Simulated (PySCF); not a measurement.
HSiCl2SBu, C₄H₁₀Cl₂SSi.
SMILES with atom numbers: `[CH3:1][CH2:2][CH2:3][CH2:4][S:5][SiH:6]([Cl:7])[Cl:8]` (hydrogens: H9, H10, H11 on C1; H12, H13 on C2; H14, H15 on C3; H16, H17 on C4; H18 on Si6)

The same species was optimised twice, with GFN2-xTB and with PBE0-D3(BJ)/def2-SVP (PySCF), and the same property calculations (PySCF, gas phase) were run on both structures.

```csv
coordinate,GFN2-xTB,PBE0-D3(BJ)/def2-SVP,change
Si6–Cl8 (Å),2.020,2.066,+0.046
Si6–Cl7 (Å),2.006,2.051,+0.045
S5–Si6 (Å),2.141,2.113,-0.028
C2–C3 (Å),1.526,1.521,-0.005
C4–S5 (Å),1.835,1.839,+0.004
C1–C2 (Å),1.523,1.519,-0.004
C3–C4 (Å),1.519,1.519,0.000
C2–C3–C4 (°),112.7,115.2,+2.5
C3–C4–S5 (°),113.5,115.9,+2.4
S5–Si6–Cl7 (°),107.6,105.7,-1.9
C4–S5–Si6 (°),102.6,100.7,-1.9
C1–C2–C3 (°),111.7,112.9,+1.2
S5–Si6–Cl8 (°),110.2,110.5,+0.3
Cl7–Si6–Cl8 (°),110.8,110.6,-0.2
C1–C2–C3–C4 (°),179,178,-1
C2–C3–C4–S5 (°),-63,-57,+6
C3–C4–S5–Si6 (°),-71,-57,+14
C4–S5–Si6–Cl7 (°),-158,-167,-9
```

Rotational constants: A = 1573, B = 499.5, C = 451.6 MHz (GFN2-xTB) against A = 1387, B = 534.8, C = 493.8 MHz (PBE0-D3(BJ)/def2-SVP). Point groups within 0.08 Å: C1 and C1.

On the GFN2-xTB structure: HOMO (eV) -7.34 [PBE0/pcSseg-1]; LUMO (eV) -0.31 [PBE0/pcSseg-1]; dipole (D) 2.40 [PBE0/pcSseg-1]; GIAO shielding of C1 (ppm) 170.6 [PBE0/pcSseg-1]; GIAO shielding of C2 (ppm) 161.8 [PBE0/pcSseg-1]; GIAO shielding of C3 (ppm) 148.9 [PBE0/pcSseg-1]; GIAO shielding of C4 (ppm) 148.3 [PBE0/pcSseg-1]; GIAO shielding of S5 (ppm) 579.3 [PBE0/pcSseg-1]; GIAO shielding of Si6 (ppm) 329.2 [PBE0/pcSseg-1]; GIAO shielding of Cl7/Cl8 (mean) (ppm) 879.3 [PBE0/pcSseg-1].

**Question.** What do these properties become on the PBE0-D3(BJ)/def2-SVP structure?

**Answer.** 
| property | level | on GFN2-xTB | on PBE0-D3(BJ)/def2-SVP | change |
| --- | --- | --- | --- | --- |
| HOMO (eV) | PBE0/pcSseg-1 | -7.34 | -7.53 | -0.19 |
| LUMO (eV) | PBE0/pcSseg-1 | -0.31 | -0.41 | -0.10 |
| dipole (D) | PBE0/pcSseg-1 | 2.40 | 2.99 | +0.59 |
| energy, GFN2-xTB geometry as zero (kcal/mol) | PBE0/pcSseg-1 | 0.0 | -1.7 | -1.7 |
| GIAO shielding of C1 (ppm) | PBE0/pcSseg-1 | 170.6 | 168.9 | -1.7 |
| GIAO shielding of C2 (ppm) | PBE0/pcSseg-1 | 161.8 | 162.0 | +0.2 |
| GIAO shielding of C3 (ppm) | PBE0/pcSseg-1 | 148.9 | 150.1 | +1.2 |
| GIAO shielding of C4 (ppm) | PBE0/pcSseg-1 | 148.3 | 148.5 | +0.2 |
| GIAO shielding of S5 (ppm) | PBE0/pcSseg-1 | 579.3 | 584.8 | +5.5 |
| GIAO shielding of Si6 (ppm) | PBE0/pcSseg-1 | 329.2 | 322.3 | -6.9 |
| GIAO shielding of Cl7/Cl8 (mean) (ppm) | PBE0/pcSseg-1 | 879.3 | 861.5 | -17.8 |

The heavy atoms differ by 0.213 Å rms after alignment. Among bonds between heavy atoms Si6–Cl7 and Si6–Cl8 change most and about equally (+0.045 to +0.046 Å). Changes are differences of the printed values. Neither structure is proved a minimum here.

Conformer computed: `[CH3:1][CH2:2][CH2:3][CH2:4][S:5][SiH:6]([Cl:7])[Cl:8]`: C1–C2–C3–C4 178°, C2–C3–C4–S5 -57°, C3–C4–S5–Si6 -57°, C4–S5–Si6–Cl7 -167°.
